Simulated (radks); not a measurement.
Question: Ag+, 46 electrons, occupied as [Kr] 4d9 5s1 (not the ground configuration). Calculated with a radial shooting solver on a logarithmic mesh with Libxc functionals: scalar-relativistic Kohn-Sham, SCAN, spin-polarised, spherical densities, finite nucleus; open shells are filled with parallel spins first (spin-orbit coupling, left out, can overturn this in heavy ions); meta-GGA in the generalised Kohn-Sham scheme; Fermi nuclear charge, rms radius 4.5454 fm. Some entries of the table are withheld. Estimate them.

| orbital | occ. | eigenvalue (hartree) | <r> (bohr) | r(max) (bohr) |
|---|---|---|---|---|
| 1s up | 1 | -933.1464 | 0.03111 | 0.02016 |
| 1s down | 1 | -933.1449 | 0.03111 | 0.02016 |
| 2s up | 1 | -138.3673 | 0.1348 | 0.1138 |
| 2s down | 1 | -138.3597 | 0.1348 | 0.1138 |
| 2p up | 3 | -124.0310 | 0.1177 | 0.09118 |
| 2p down | 3 | -124.0244 | 0.1177 | 0.09118 |
| 3s up | 1 | -25.98779 | 0.3676 | 0.3320 |
| 3s down | 1 | -25.98392 | 0.3676 | 0.3321 |
| 3p up | 3 | -21.23612 | 0.3670 | 0.3255 |
| 3p down | 3 | -21.23110 | 0.3670 | 0.3256 |
| 3d up | 5 | -13.77914 | 0.3458 | 0.2743 |
| 3d down | 5 | -13.77103 | 0.3457 | 0.2744 |
| 4s up | 1 | -4.08753 | 0.9122 | 0.8245 |
| 4s down | 1 | -4.05134 | 0.9120 | 0.8242 |
| 4p up | 3 | -2.70426 | 0.9973 | (1) |
| 4p down | 3 | -2.66743 | 0.9961 | (2) |
| 4d up | 5 | -0.73727 | (3) | 1.024 |
| 4d down | 4 | -0.69257 | (4) | 1.022 |
| 5s up | 1 | -0.50420 | 2.656 | 2.275 |

Answer: 
(1) 4p up r(max) (bohr): 0.8772
(2) 4p down r(max) (bohr): 0.8769
(3) 4d up <r> (bohr): 1.338
(4) 4d down <r> (bohr): 1.321
